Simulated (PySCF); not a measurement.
H4NSi, charge -1, multiplicity 1.

```xyz
6

N      0.1285    -1.1874     0.0000
Si    -0.0078     0.4645     0.0000
H     -0.7546    -1.6899     0.0000
H     -0.6986     1.1938     1.1660
H      1.3605     1.1109     0.0000
H     -0.6986     1.1938    -1.1660
```
Charge -1, spin multiplicity 1.

Geometry optimised at PBE0-D3(BJ)/def2-TZVPD. The multiplicity is an assumed one; other spin states were not compared. The isomer is the one that the SMILES or the coordinates give; other isomers of the formula were not compared.

These are PBE/pcSseg-2 in PySCF values and carry that method's errors. Non-relativistic, no solvent.

Computed absolute GIAO shielding of each atom: isotropic value and principal components (ppm):
```csv
atom,σ(iso),σ11,σ22,σ33,span
N1,250.2,184.3,281.6,284.9,100.6
Si2,424.7,336.0,359.5,578.6,242.6
H3,34.6,29.1,32.4,42.2,13.1
H4,24.8,21.1,22.2,31.0,9.9
H5,26.2,23.9,24.2,30.3,6.3
H6,24.8,21.1,22.2,31.0,9.9
```
